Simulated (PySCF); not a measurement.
B(Cl)(F)(SiH3) (BClFH3Si), SMILES FB(Cl)[SiH3]. Atoms are numbered in the order given.

```xyz
7

B      0.4266     0.1553     0.0000
Cl    -0.6600     1.5484     0.0000
F      1.7220     0.4071     0.0000
Si    -0.3390    -1.7279     0.0000
H      0.7297    -2.7682     0.0000
H     -1.1967    -1.9026     1.2096
H     -1.1967    -1.9026    -1.2096
```
Charge 0, spin multiplicity 1.

Geometry: B3LYP-D3(BJ)/def2-SVP.

Calculation: B3LYP/def2-TZVPD run with PySCF.

The molecule is in vacuum.

Computed frontier levels, gap, dipole moment and polarisability:
```
Quantity                                                                                                       Result
---------------------------------------------------------------------------------------------  ----------------------
highest occupied level                                                                                       -8.51 eV
lowest empty level                                                                                           -1.98 eV
orbital gap                                                                                                   6.53 eV
dipole moment                                                                                                  0.77 D
quadrupole, principal values (traceless, Buckingham form, about the centre of nuclear charge)  -2.44, -0.22, 2.66 D·Å
mean static polarisability                                                                       59.3 bohr³ (8.79 Å³)
polarisability, principal values                                                               49.5, 56.2, 72.2 bohr³
```
